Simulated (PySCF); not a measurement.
**Ionisation energy of Ag(36+) by level of theory**

Ag(36+) [Ne] 3s1 (2S) → Ag(37+) [Ne] (1S), as a difference of total energies. Calculation: PySCF 2.14, in an even-tempered Gaussian basis (18 s from 5.9 bohr⁻², ratio 2.5; 12 p from 7.7 bohr⁻², ratio 2.5; 4 d from 29 bohr⁻², ratio 2.7; 4 f from 43 bohr⁻², ratio 2.7); scalar relativity by spin-free X2C-1e. Correlated levels: outer shells: 1s2 frozen; virtual orbitals above 40 to 60 times the deepest correlated orbital energy dropped. The calculations carry no spin-orbit coupling.

| method | ionisation energy (eV) |
| --- | --- |
| UHF | 2371.2 |
| LDA | 2373.9 |
| PBE | 2376.3 |
| PBE0 | 2375.2 |
| r2SCAN | 2370.7 |
| PBEsol | 2374.3 |
| B2PLYP | 2374.4 |
| MP2 (outer shells) | 2371.9 |
| SCS-MP2 (outer shells) | 2371.8 |

Breit and QED terms and the two-electron picture change are absent.

For comparison: 2371.99 ± 0.07 eV (semi-empirical (NIST evaluation); NIST Atomic Spectra Database, ionization energies).
